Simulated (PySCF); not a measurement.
Vertical excitations of a molecule CH₆F₂Si₃ from TDDFT-PBE/def2-SVPD (PySCF), as energy in eV (oscillator strength): 4.60 (0.003), 5.43 (0.001), 5.43 (0.005), 5.84 (0.122), 5.94 (0.061), 6.23 (0.050), 6.32 (0.006), 6.39 (0.013), 6.46 (0.006), 6.60 (0.017). Lowest triplet (TDA): 4.13 eV. Geometry: PBE0-D3(BJ)/def2-SVP. The values are those of a single conformer.

Problem. Pick the molecule that these values belong to.
(A) F[Si@@H]1C[Si@H](F)[SiH2]1
(B) F[Si@@H]1C[SiH2][Si@@H]1F
(C) FC1(F)[SiH2][SiH2][SiH2]1
(D) F[Si]1(F)[SiH2]C[SiH2]1

Solution. A, F[Si@@H]1C[Si@H](F)[SiH2]1
